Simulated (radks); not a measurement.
Values are calculated unless marked as measured or tabulated.
All-electron atom: Er+ in [Xe] 4f12 6s(up 1, down 0).

Level of theory: scalar-relativistic Kohn-Sham, PBE, spin-polarised, spherical densities, finite nucleus; open shells are filled with parallel spins first (spin-orbit coupling, left out, can overturn this in heavy ions); Fermi nuclear charge, rms radius 5.2516 fm (a radial shooting solver on a logarithmic mesh with Libxc functionals).

Energy parts (eV):
| part | energy |
|---|---|
| total | -356056.52 |
| kinetic | 385947.12 |
| electron-nucleus | -873344.34 |
| Hartree | 138892.03 |
| exchange-correlation | -7551.33 |

Orbitals (lengths in bohr, moments of r in powers of bohr):
orbital,occ.,eigenvalue (eV),<r>
1s up,1,-57368.57,0.02037
1s down,1,-57368.57,0.02037
2s up,1,-9643.496,0.08647
2s down,1,-9643.470,0.08647
2p up,3,-8531.103,0.07672
2p down,3,-8531.083,0.07672
3s up,1,-2166.139,0.2254
3s down,1,-2165.294,0.2253
3p up,3,-1827.642,0.2245
3p down,3,-1826.799,0.2245
3d up,5,-1403.597,0.2038
3d down,5,-1402.953,0.2037
4s up,1,-433.2349,0.5082
4s down,1,-431.4503,0.5082
4p up,3,-321.8921,0.5390
4p down,3,-320.1329,0.5391
4d up,5,-172.6808,0.5837
4d down,5,-170.9458,0.5840
4f up,7,-10.3978,0.8208
4f down,5,-8.8532,0.8345
5s up,1,-58.8877,1.251
5s down,1,-57.9719,1.255
5p up,3,-33.3314,1.492
5p down,3,-32.5909,1.495
6s up,1,-9.4231,3.601
6s down,0,-8.4632,3.556

The highest occupied level is 4f down at -8.853 eV. Spin moment in Bohr magnetons: 3. The spin density at the nucleus is 42.00 e/bohr^3 (1s 0.15, 2s -0.38, 3s -6.30, 4s 1.55, 5s 5.04, 6s 41.92). For comparison, the ionisation energy in NIST's Atomic Spectra Database is 11.92 eV (semi-empirical). In exact Kohn-Sham theory the highest level is minus the ionisation energy, but local and semilocal functionals leave it too shallow, through self-interaction and a potential that decays too fast; potentials with the right tail come closer. The density falls to 0.001 e/bohr^3 at r = 4.37 bohr. Summed over all electrons, <r^2> = 52.32 bohr^2, which gives a Langevin (diamagnetic) susceptibility term of -41.4 x 10^-6 cm^3/mol.
